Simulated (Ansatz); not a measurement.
`O[SiH2]N[SiH3]` + `N#CN` → `N#CN[SiH2]O` + `N[SiH3]`  (ligand exchange at the Si–N bond)

Program: Ansatz. Geometries: PBE0-D4/def2-TZVP. ΔE: electronic, gas phase. CCSD(T)/CBS adds triple-zeta CCSD(T) − MP2 to the extrapolated MP2 energy (def2 sets, frozen cores). This one scheme is used for every species. Functionals use def2-TZVPP. One conformer a species, not always the lowest.

```
          level  ΔE (eV)
      r2SCAN-D4     0.05
CCSD/def2-TZVPP     0.05
```

**Question.** What does CCSD(T)/CBS give? (An estimate is asked.)

**Answer.** Ansatz gave: +0.05 eV. The listed levels differ from it by 0.00, 0.00 eV.

Largest T1 diagnostic among the species: 0.014.
